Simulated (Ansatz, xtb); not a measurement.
# Two isomers of C2HSe

Structure a: `[C]1=C[Se]1`, a doublet. Structure b: `[C]#C[SeH]`, a doublet. Both are isolated molecules in the gas phase, relaxed with B3LYP-D3(BJ)/6-311G**.

a (Å):

```xyz
4

C    -0.4411   -0.1076   -0.2313
C     0.5692   -0.2630    0.6062
Se    0.9486    0.6053   -1.2958
H    -1.4949   -0.2320   -0.4193
```

b (Å):

| atom | x (Å) | y (Å) | z (Å) |
| --- | --- | --- | --- |
| C | 1.5968 | -0.1089 | -0.2287 |
| C | 0.3232 | -0.1018 | -0.0880 |
| Se | -1.4597 | -0.0688 | -0.1225 |
| H | -1.6993 | -0.3535 | 1.3163 |

Quicker runs give these differences E(b) − E(a): GFN2-xTB +23.9 kcal/mol; HF/STO-3G +5.7 kcal/mol (at GFN2-xTB geometries); r2SCAN-D4/def2-SVP +27.2 kcal/mol (at GFN2-xTB geometries).

Question: Estimate E(b) − E(a) at the level CCSD(T)/def2-TZVP.

Answer: Calculated at CCSD(T)/def2-TZVP: E(b) − E(a) = +27.2 kcal/mol, so structure a lies lower.

Level by level:

```csv
level,geometry,E(b) − E(a) (kcal/mol),departure from the last row (kcal/mol),"job, with rough time for the two"
GFN2-xTB,GFN2-xTB,+23.9,−3.3,"optimisation, 0.1 s"
HF/STO-3G,GFN2-xTB,+5.7,−21.5,"single point, 0.76 s"
r2SCAN-D4/def2-SVP,GFN2-xTB,+27.2,0.0,"single point, 3.2 s"
B3LYP-D3(BJ)/6-311G**,B3LYP-D3(BJ)/6-311G**,+24.4,−2.8,"optimisation, 36 s"
HF/def2-TZVP,B3LYP-D3(BJ)/6-311G**,+21.2,−6.0,part of the CCSD(T) run
MP2/def2-TZVP,B3LYP-D3(BJ)/6-311G**,+32.6,+5.4,part of the CCSD(T) run
CCSD(T)/def2-TZVP,B3LYP-D3(BJ)/6-311G**,+27.2,,"single point, 73 s"
```

As drawn, b has 1 C≡C, 1 Se–H in place of 1 C=C, 1 C–Se, 1 C–H. Structure a has a 3-membered ring, b no ring.

None of the levels shown reverses the order. The largest departure from CCSD(T)/def2-TZVP is that of HF/STO-3G, 21.5 kcal/mol.

With harmonic frequencies from B3LYP-D3(BJ)/6-311G** (ideal gas, rigid rotor, one conformer each, 298.15 K, 1 atm): on the last row, ΔE + ΔZPE = +24.9 kcal/mol. A mode under 50 cm⁻¹ makes harmonic enthalpies and free energies unreliable, so none is given.

Open shells are spin-unrestricted, with notable spin contamination under HF/STO-3G. The correlated steps freeze 11 core orbitals; the filled d shell of Se is correlated, in a basis made for valence electrons. Run with Ansatz 0.2.0, xtb 6.7.1; the last row on 2 threads of Arm Neoverse V2 on a shared host.
